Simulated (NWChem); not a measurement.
# Correlation energy of vinylene carbonate (C₃H₂O₃)

```
C
C 1 1.3370
O 1 1.3760 2 108.45
C 3 1.3700 1 107.88 2 0.00
O 4 1.1868 3 126.32 1 180.00
O 4 1.3700 5 126.32 3 180.00
H 1 1.0857 2 133.61 6 180.00
H 2 1.0857 1 133.61 7 0.00
```
Charge 0, spin multiplicity 1.

The numbers come from NWChem runs, not from measurements. All single points use one geometry, from B3LYP/def2-SVP, a minimum by its harmonic frequencies.

Basis set: cc-pVDZ. Each correlation energy counts from its own Hartree-Fock reference.

The correlated methods keep 6 core orbitals frozen. Coupled-cluster values serve here as a point of comparison, not as the truth.

**Question.** For the correlation energy, RI-MP2 gives -921.5 mHa and MP2 gives -921.4 mHa. What do SCS-MP2, CCSD, CR-CCSD[T] give?

**Answer.** SCS-MP2: -887.0 mHa; CCSD: -939.9 mHa; CR-CCSD[T]: -965.2 mHa.
